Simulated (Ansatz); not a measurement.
Isolated molecules relaxed with PBE0-D4/def2-TZVP in Ansatz; ΔE leaves out vibrations. CBS: MP2 limit from def2 TZ/QZ plus the TZ coupled-cluster correction, frozen cores. Functionals use def2-TZVPP. For Ga outer-core shells are correlated without core-valence functions, which leaves a few kJ/mol of doubt a bond. Scalar relativity is left out up to krypton. Each species was taken in one conformer, which may not be the lowest.

Reaction (formal exchange of groups at a Ga–F bond): `C[CH](C)[Ga]([F])[CH](C)C` + `CCCCC(C)C` → `C[CH](C)[Ga]([CH](C)C)[CH](C)C` + `CCCCF`

```
             level  ΔE (eV)
           ωB97X-V     1.91
     CCSD/def2-SVP     2.05
     HF/def2-QZVPP     2.04
SCS-MP2/def2-QZVPP     1.97
```

Task: What does CCSD(T)/CBS give? (Estimate.)

Result: The calculation gave: +1.93 eV. The listed levels differ from it by -0.02, 0.12, 0.11, 0.04 eV.

Largest T1 diagnostic among the species: 0.011.

In def2-TZVPP, CCSD(T) changes the Hartree–Fock value by −0.14 eV (the triples alone add −0.02 eV) and MP2 by −0.08 eV. Leaving LDA and LC-ωPBE aside and taking each functional with its dispersion term where it has one, the values, not all of them listed here, spread over 0.17 eV, from PBE-D4 to B97M-V.
